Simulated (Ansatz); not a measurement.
Ansatz (an electronic-structure program) input (B3LYP/6-31G*):

Ansatz 0.2 input:
```yaml
crystal:
  periodic: [false, false, false]
  atoms:
    - {symbol: Ga, position_ang: [-0.00000000, -0.00000000, -0.87130525]}
    - {symbol: Cl, position_ang: [0.00000000, 0.00000000, 1.58885075]}
basis:
  gaussian:
    orbitals: 6-31G*
hamiltonian:
  xc: {name: B3LYP}
total_charge: -1
magnetization: {spin_polarized: true, initial_magnetization: 1}
output: {forces: true}
```

Q: Predict the final energy.

A: -2384.90156 Eh.
